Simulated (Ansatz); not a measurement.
`N#[C][GaH][F]` + H–F → `[F][GaH][F]` + `C#N`  (ligand exchange at a Ga–C bond)

Isolated molecules relaxed with PBE0-D4/def2-TZVP in Ansatz; ΔE leaves out vibrations. CBS: MP2 limit from def2 TZ/QZ plus the TZ coupled-cluster correction, frozen cores. This one scheme is used for every species. Functionals use def2-TZVPP. HSE06 is defined as in plane-wave codes. For Ga outer-core shells are correlated without core-valence functions, which leaves a few kJ/mol of doubt a bond. Scalar relativity is left out up to krypton.

```
             level  ΔE (kJ/mol)  difference from CCSD(T)/CBS
         r2SCAN-D4        -56.7                        -11.3
          HSE06-D4        -46.8                         -1.4
            revPBE        -53.3                         -7.9
              PBE0        -49.1                         -3.7
           r2SCAN0        -52.6                         -7.2
             BHLYP        -56.6                        -11.2
         CAM-B3LYP        -59.2                        -13.8
RPA@PBE/def2-TZVPP        -44.9                          0.5
    MP2/def2-QZVPP        -45.9                         -0.5
      HF/CBS(def2)        -59.9                        -14.5
       CCSD(T)/CBS        -45.4                            0
```

Largest T1 diagnostic among the species: 0.015.

In def2-TZVPP, CCSD(T) changes the Hartree–Fock value by +10.8 kJ/mol (the triples alone add +1.1 kJ/mol) and MP2 by +11.5 kJ/mol. At CCSD(T), def2-SVP lies −19.2 kJ/mol from the extrapolated value and def2-TZVPP −1.1 kJ/mol. Leaving LDA and LC-ωPBE aside and taking each functional with its dispersion term where it has one, the values, not all of them listed here, spread over 12.2 kJ/mol, from B97M-V to HSE06-D4.
